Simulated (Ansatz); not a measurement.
Cost and result for the atomization energy of C3H11BSi, SMILES `CCB(C)[SiH3]` (16 atoms, 15 bonds).

```xyz
16

C     1.381    0.753    1.232
C     0.592    1.138   -0.035
B    -0.208   -0.145   -0.448
C     0.421   -1.184   -1.426
Si   -2.072   -0.404    0.311
H     0.713    0.459    2.047
H     1.980    1.595    1.586
H     2.061   -0.082    1.045
H    -0.044    1.997    0.198
H     1.301    1.445   -0.812
H     0.142   -2.224   -1.245
H     1.507   -1.104   -1.531
H    -0.003   -0.934   -2.413
H    -3.031    0.367   -0.538
H    -2.194    0.142    1.695
H    -2.546   -1.818    0.334
```

Total charge 0; spin multiplicity 1. The geometry is a stationary point of PBE0-D4/def2-TZVP. It is one conformer, not always the lowest. Program: Ansatz. All runs use 4 threads of an Intel Xeon Platinum 8259CL on a shared host. Times are those of one run each, without the atoms' runs, and a repeat can differ threefold. Electronic energies, without spin–orbit coupling; frozen cores. CCSD(T)/CBS adds CCSD(T) − MP2 in def2-TZVPP to the MP2 limit, and its time is that of the two runs behind it. T1 = 0.011. B3LYP takes the VWN-RPA correlation (the form of Gaussian; ORCA's B3LYP/G).

CCSD(T)/CBS is a level of theory with its own doubt, some kJ/mol a heavy atom from the limit and from the frozen cores, so smaller differences don't rank the functionals.

```json
{"level": "PBE-D4/def2-TZVPP (with forces)", "functions": "320", "wall time": "4 s", "atomization (kcal/mol)": "1408.4", "difference from CCSD(T)/CBS": "16.2", "per bond": "1.1"}
{"level": "PBE0-D4/def2-TZVPP", "functions": "320", "wall time": "4.4 s", "atomization (kcal/mol)": "1399.6", "difference from CCSD(T)/CBS": "7.4", "per bond": "0.5"}
{"level": "r2SCAN-D4/def2-TZVPP (with forces)", "functions": "320", "wall time": "6 s", "atomization (kcal/mol)": "1399.8", "difference from CCSD(T)/CBS": "7.6", "per bond": "0.5"}
{"level": "B3LYP-D4/def2-TZVPP (with forces)", "functions": "320", "wall time": "8.5 s", "atomization (kcal/mol)": "1398.3", "difference from CCSD(T)/CBS": "6.1", "per bond": "0.4"}
{"level": "B2PLYP/def2-TZVPP", "functions": "320", "wall time": "9 s", "atomization (kcal/mol)": "1381.2", "difference from CCSD(T)/CBS": "-11.0", "per bond": "-0.7"}
{"level": "ωB97X-V/def2-TZVPP", "functions": "320", "wall time": "12 s", "atomization (kcal/mol)": "1398.9", "difference from CCSD(T)/CBS": "6.7", "per bond": "0.4"}
{"level": "ωB97M-V/def2-TZVPP (with forces)", "functions": "320", "wall time": "16 s", "atomization (kcal/mol)": "1398.3", "difference from CCSD(T)/CBS": "6.1", "per bond": "0.4"}
{"level": "MP2/def2-QZVPP", "functions": "628", "wall time": "46 s", "atomization (kcal/mol)": "1385.2", "difference from CCSD(T)/CBS": "-7.0", "per bond": "-0.5"}
{"level": "CCSD(T)/def2-TZVPP", "functions": "320", "wall time": "10 min", "atomization (kcal/mol)": "1364.3", "difference from CCSD(T)/CBS": "-27.9", "per bond": "-1.9"}
{"level": "CCSD(T)/CBS(def2)", "functions": "–", "wall time": "11 min", "atomization (kcal/mol)": "1392.2", "difference from CCSD(T)/CBS": "0.0", "per bond": "0.0"}
```

In def2-TZVPP, CCSD(T) changes the Hartree–Fock value by +286.7 kcal/mol (the triples alone add +13.4 kcal/mol) and MP2 by +291.2 kcal/mol; breaking electron pairs costs correlation energy, which Hartree–Fock lacks. The D4 term adds +11.9 kcal/mol with B3LYP and +6.4 kcal/mol with PBE0; it sums over pairs of atoms, weighted by their polarisabilities, and B3LYP, whose exchange is more repulsive, gets the larger term. From PBE to PBE0 (25 % exact exchange), in def2-TZVPP and without D4, the atomization energy moves by −7.8 kcal/mol: exact exchange takes away binding that semilocal exchange gives to molecules.
